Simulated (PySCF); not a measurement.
**Electron correlation in P (phosphorus, neutral)**

[Ne] 3s2 3p3, high-spin 4S determinant. Calculation: PySCF 2.14, in cc-pV(T+d)Z; the non-relativistic Hamiltonian (point nucleus). Frozen: [Ne]; 5 electrons correlated.

MP2 pair energies summed by pair of shells (mhartree):

```csv
pair,energy,share (%)
3s-3p,-54.17,64.9
3p-3p,-18.66,22.4
3s-3s,-10.60,12.7
```

Total MP2 correlation energy: -83.43 mhartree.

Same-spin part -22.78 and opposite-spin part -60.65 mhartree; SCS-MP2 scales them by 1/3 and 6/5 to -80.38 mhartree.

```
  level  correlation energy (mhartree)
   CCSD                        -101.40
    (T)                          -3.87
CCSD(T)                        -105.27
```

Diagnostics: T1 = 0.0047, D1 = 0.0079, largest double amplitude 0.063.

Cost of the coupled-cluster step: 0.55 s of wall time on 1 thread of Neoverse-V2 (shared host), for 5 correlated electrons.

Iterations:

```
CC2 = 0
CCSD nocc = (np.int64(4), np.int64(1)), nmo = (34, 34)
frozen orbitals [[0, 1, 2, 3, 4], [0, 1, 2, 3, 4]]
max_cycle = 100
direct = 0
conv_tol = 1e-08
conv_tol_normt = 1e-06
diis_space = 8
diis_start_cycle = 0
Init t2, MP2 energy = -0.0834310579797669
Init E_corr(UCCSD) = -0.0834310579800616
cycle = 1  E_corr(UCCSD) = -0.0973871636139383  dE = -0.0139561056  norm(t1,t2) = 0.043829
cycle = 2  E_corr(UCCSD) = -0.100244146402155  dE = -0.00285698279  norm(t1,t2) = 0.0126355
cycle = 3  E_corr(UCCSD) = -0.101417944215512  dE = -0.00117379781  norm(t1,t2) = 0.00464518
cycle = 4  E_corr(UCCSD) = -0.101403262942681  dE = 1.46812728e-05  norm(t1,t2) = 0.000678009
cycle = 5  E_corr(UCCSD) = -0.101402308238653  dE = 9.54704028e-07  norm(t1,t2) = 7.29007e-05
cycle = 6  E_corr(UCCSD) = -0.101401974586258  dE = 3.33652396e-07  norm(t1,t2) = 1.53897e-05
cycle = 7  E_corr(UCCSD) = -0.101402255706882  dE = -2.81120625e-07  norm(t1,t2) = 3.74787e-06
cycle = 8  E_corr(UCCSD) = -0.101402160486911  dE = 9.52199714e-08  norm(t1,t2) = 4.93816e-07
cycle = 9  E_corr(UCCSD) = -0.101402168048131  dE = -7.5612204e-09  norm(t1,t2) = 7.45538e-08
UCCSD converged
E(UCCSD) = -340.8177080515775  E_corr = -0.1014021680481314
UCCSD(T) correction = -0.00386546185510935
```
